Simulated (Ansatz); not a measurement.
Geometry optimisation, RKS B3LYP-D4/def2-SVP (Ansatz).

Input:

```yaml
crystal:
  periodic: [false, false, false]
  atoms:
    - { symbol: B, position_ang: [0.224204, -0.592675, -0.093173] }
    - { symbol: Cl, position_ang: [-0.786333, 1.22011, 2.165334] }
    - { symbol: H, position_ang: [1.276385, -0.012375, -0.059402] }
    - { symbol: H, position_ang: [-0.67559, -0.278857, -0.827902] }
    - { symbol: "N", position_ang: [0.050381, -1.785082, 0.769828] }
    - { symbol: H, position_ang: [-0.82929, -2.286735, 0.649327] }
    - { symbol: Si, position_ang: [1.272491, -2.52861, 1.804177] }
    - { symbol: H, position_ang: [1.585986, -3.909967, 1.335579] }
    - { symbol: H, position_ang: [2.483407, -1.672095, 1.748919] }
    - { symbol: H, position_ang: [0.771437, -2.62473, 3.207241] }
    - { symbol: H, position_ang: [-0.731478, -0.109184, 2.06417] }
basis:
  gaussian: { orbitals: def2-SVP }
hamiltonian:
  xc: b3lyp
  dispersion: d4
relax:
  f_tol: 0.03
  max_steps: 50
```

Run as:

```bash
$ ansatz run input.yaml --threads 2 --pin off --max-ram 3072MiB --backend cpu --events-out ev --progress --plain --runs-dir out
```

Task: Where does it end, and by what steps?

Result: The forces met the threshold. After 18 steps the energy has fallen by 0.179 eV; Cl2 moved furthest, 0.88 Å.

```csv
step,energy less start (eV),largest force component (eV/Å),accepted
0,0.0000,1.750,yes
1,-0.0900,1.059,yes
2,-0.0846,1.496,no
3,-0.1144,0.940,yes
4,-0.1507,0.219,yes
5,-0.1594,0.101,yes
6,-0.1573,0.221,no
7,-0.1633,0.046,yes
8,-0.1676,0.111,yes
9,-0.1723,0.190,yes
10,-0.1709,0.372,no
11,-0.1755,0.057,yes
12,-0.1770,0.072,yes
13,-0.1778,0.057,yes
14,-0.1780,0.047,yes
15,-0.1782,0.037,yes
16,-0.1783,0.079,yes
17,-0.1785,0.040,yes
18,-0.1786,0.009,yes
```

```xyz
11
Properties=species:S:1:pos:R:3
B 0.265 -0.762 -0.332
Cl -0.557 0.834 2.919
H 1.353 -0.247 -0.391
H -0.604 -0.490 -1.124
N 0.001 -1.688 0.700
H -0.916 -2.133 0.685
Si 1.183 -2.364 1.845
H 1.674 -3.684 1.359
H 2.306 -1.403 1.951
H 0.506 -2.562 3.155
H -0.569 -0.081 1.996
```

Whether the end is a true minimum wasn't checked by a vibrational analysis.

The run took 42 s on 2 threads of Arm Neoverse V2, on a shared host, peak memory 0.2 GiB.
